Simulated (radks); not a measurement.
The numbers below are computed, except where a source is named.
Initial-state core-level shifts of the magnesium ion Mg+ when its valence configuration changes from [Ne] 3s1. Level of theory: non-relativistic Kohn-Sham, PBE, spin-polarised, spherical densities, point nucleus; open shells are filled with parallel spins first (a radial shooting solver on a logarithmic mesh with Libxc functionals). Shifts are changes of the shell-averaged eigenvalues in eV (positive: less bound); the change of the density at the nucleus, which sets a Mossbauer isomer shift, is in e/bohr^3, on a base of 1096.

| valence | 1s | 2s | 2p | density at nucleus |
|---|---|---|---|---|
| 3p1 | -1.827 | -1.800 | -1.781 | -2.0890 |
| 3s0.5 3p0.5 | -0.915 | -0.903 | -0.894 | -1.0415 |
